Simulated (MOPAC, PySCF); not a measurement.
[Nb(F)2(OH)3], neutral singlet in the gas phase. 

Cartesian coordinates (Å):
```xyz
9

Nb    -0.2241     0.2809    -0.0790
F      1.1409    -0.6724     0.8534
F     -1.3647    -0.1755    -1.4858
O      1.2047     0.6907    -1.2533
H      2.1281     0.4160    -1.3155
O     -1.3337    -0.6384     1.1714
H     -1.1169    -1.2919     1.8485
O     -0.5717     2.0240     0.5328
H     -1.2161     2.2141     1.2299
```
Charge 0, spin multiplicity 1.

All levels are single points at this geometry (r2SCAN-D4/def2-SVP); Pople sets use spherical d functions. Orbital energies aren't observables, and empty levels follow the basis.

| level | HOMO (eV) | LUMO (eV) | gap (eV) | dipole (D) | vertical IE, Delta-SCF (eV) |
|---|---|---|---|---|---|
| B3LYP-D3(BJ)/def2-TZVP in PySCF | -9.22 | -2.20 | 7.01 | 2.01 | – |
| TPSSh-D3(BJ)/def2-TZVP in PySCF | -8.49 | -2.32 | 6.17 | 1.98 | – |
| B3LYP/6-31G* (LANL2DZ on Nb) in PySCF | -8.89 | -2.16 | 6.74 | 2.15 | 11.34 |
| B3LYP/LANL2DZ in PySCF | -9.35 | -2.72 | 6.62 | 2.61 | – |
| BP86/6-31G* (LANL2DZ on Nb) in PySCF | -7.44 | -2.66 | 4.78 | 2.12 | – |
| M06-2X/6-31G* (LANL2DZ on Nb) in PySCF | -11.04 | -1.24 | 9.80 | 2.22 | – |
| HF/6-31G* (LANL2DZ on Nb) in PySCF | -13.82 | 1.18 | 14.99 | 2.29 | – |
| PM6 in MOPAC | -11.87 | 0.14 | 12.01 | 2.15 | – |
| PM7 in MOPAC | -11.63 | 0.29 | 11.91 | 2.32 | – |
